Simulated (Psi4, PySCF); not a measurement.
Here is a job for PySCF.
```python
from pyscf import gto, scf, dft

mol = gto.Mole()
mol.atom = '''
    Si    0.79363529   -0.21555453    0.71731260
    H     1.84239167   -0.41540957   -0.31289751
    Cl   -0.76195798    0.20195136   -0.57232229
'''
mol.basis = '6-311g**'
mol.verbose = 4
mol.build()

mf = dft.RKS(mol)
mf.xc = 'wb97x_v'
mf.grids.atom_grid = (99, 590)
mf.grids.prune = None
mf.kernel()
```

Write the same job for Psi4.

This is not unique; one that fits is 
```
memory 2 GB

molecule mol {
0 1
  Si    0.793635   -0.215555    0.717313
  H     1.842392   -0.415410   -0.312898
  Cl   -0.761958    0.201951   -0.572322
}

set basis 6-311g**
set reference rks
set scf_type pk
set puream true
set d_convergence 1e-8
set dft_radial_points 99
set dft_spherical_points 590

energy('wb97x-v')
print_variables()
```

Both were run: PySCF gave -750.171411 Eh and Psi4 -750.171411 Eh, 0.000 mEh apart.
